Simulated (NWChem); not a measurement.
C$_{3}$H$_{4}$F$_{2}$; SMILES FC1(F)CC1

Results from NWChem. Pople sets run with spherical d functions. Structure relaxed at the B3LYP/6-31G* (spherical d) level. Level: B3LYP/6-31G* with SMD (1 M gas to 1 M solution), gas-phase geometry.

Task: Estimate the computed values for solvent water. Quantities: solvation free energy (kcal/mol); cavity-dispersion-structure term (kcal/mol); dipole in solution (D).

Result: The solvation free energy (kcal/mol) is -0.1. The cavity-dispersion-structure term (kcal/mol) is 3.2. The dipole in solution (D) is 2.41.
